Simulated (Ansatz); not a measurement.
Geometry optimisation, RKS PBE0-D4/def2-SVP in Ansatz.

The input (input.yaml):

```yaml
crystal:
  periodic: [false, false, false]
  atoms:
    - { symbol: C, position_ang: [0.0156, 0.5956, 1.6978] }
    - { symbol: B, position_ang: [-0.6271, -0.4601, 0.6966] }
    - { symbol: Cl, position_ang: [-1.1138, -2.1194, 1.3447] }
    - { symbol: "N", position_ang: [-0.8978, -0.0749, -0.744] }
    - { symbol: Ge, position_ang: [0.6248, 0.0045, -1.7243] }
    - { symbol: H, position_ang: [-0.7189, 1.5275, 1.7207] }
    - { symbol: H, position_ang: [0.9904, 0.9735, 1.3326] }
    - { symbol: H, position_ang: [0.1098, 0.2326, 2.6989] }
    - { symbol: H, position_ang: [-0.13674, -0.90652, -0.26733] }
    - { symbol: H, position_ang: [1.4643, 1.2197, -1.1909] }
    - { symbol: H, position_ang: [1.4195, -1.2985, -1.4971] }
    - { symbol: H, position_ang: [0.3185, 0.2079, -3.1938] }
basis:
  gaussian: { orbitals: def2-SVP }
hamiltonian:
  xc: pbe0
  dispersion: d4
relax:
  f_tol: 0.02
  max_steps: 50
```

Command:

```bash
$ ansatz run input.yaml --threads 2 --pin off --max-ram 3072MiB --backend cpu --events-out ev --progress --plain --runs-dir out
```

Q: Where does it end, and by what steps?

A: It converged. The force dipped under the threshold on the way, but the program's further checks kept it going. After 32 steps the energy has fallen by 4.543 eV; H11 moved furthest, 1.32 Å. Parted: B2–H9 (1.17 → 2.07 Å).

```tsv
step	energy less start (eV)	largest force component (eV/Å)	accepted
0	0.0000	4.288	yes
2	-2.5302	1.865	yes
4	-3.6140	1.291	yes
6	-4.2012	1.825	yes
8	-4.4495	1.025	yes
10	-4.5153	0.149	yes
12	-4.5176	0.045	yes
14	-4.5186	0.071	yes
16	-4.5179	0.232	no
18	-4.5226	0.095	yes
20	-4.5253	0.142	yes
22	-4.5290	0.178	yes
24	-4.5379	0.052	yes
26	-4.5412	0.061	yes
28	-4.5422	0.021	yes
30	-4.5429	0.042	yes
32	-4.5432	0.013	yes
```

```xyz
12
Properties=species:S:1:pos:R:3
C 0.218 0.498 1.690
B -0.668 -0.455 0.811
Cl -2.013 -1.333 1.607
N -0.487 -0.670 -0.560
Ge 0.810 0.096 -1.643
H -0.409 1.281 2.145
H 1.035 0.992 1.143
H 0.661 -0.064 2.529
H -1.129 -1.310 -1.018
H 0.667 1.627 -1.626
H 2.209 -0.305 -1.149
H 0.555 -0.455 -3.055
```

The run took 120 s on 2 threads of Intel(R) Xeon(R) Platinum 8488C (Sapphire Rapids) (shared host), peak memory 0.36 GiB.
